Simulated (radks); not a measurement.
Question: W26+, 48 electrons, occupied as [Kr] 4d10 4f2. Calculated with a radial shooting solver on a logarithmic mesh with Libxc functionals: scalar-relativistic Kohn-Sham, PBE, spin-polarised, spherical densities, finite nucleus; open shells are filled with parallel spins first (spin-orbit coupling, left out, can overturn this in heavy ions); Fermi nuclear charge, rms radius 5.3658 fm. Some entries of the table are withheld. Estimate them.

orbital,occ.,eigenvalue (Ry),<r^2> (bohr^2)
1s down,1,-5168.225,0.0004631
1s up,1,-5168.224,0.0004631
2s up,1,-943.9844,0.007126
2s down,1,-943.9794,0.007126
2p up,3,-833.5236,0.005897
2p down,3,-833.5200,0.005896
3s up,1,-266.0885,0.04600
3s down,1,-265.9250,0.04596
3p up,3,-233.3407,0.04668
3p down,3,-233.1766,0.04663
3d up,5,-195.7177,0.03867
3d down,5,-195.5932,0.03862
4s up,1,-100.2058,0.2063
4s down,1,-99.95099,0.2065
4p up,3,-88.78074,0.2259
4p down,3,-88.53732,0.2262
4d up,5,-74.55115,0.2390
4d down,5,-74.31018,0.2395
4f up,2,(1),(2)
4f down,0,(3),(4)
5s up,0,-50.74245,0.7062
5s down,0,-50.62040,0.7078
5p up,0,-46.18266,(5)
5p down,0,-46.06997,(6)

Answer: 
(1) 4f up eigenvalue (Ry): -59.22266
(2) 4f up <r^2> (bohr^2): 0.2268
(3) 4f down eigenvalue (Ry): -58.95404
(4) 4f down <r^2> (bohr^2): 0.2276
(5) 5p up <r^2> (bohr^2): 0.7863
(6) 5p down <r^2> (bohr^2): 0.7881
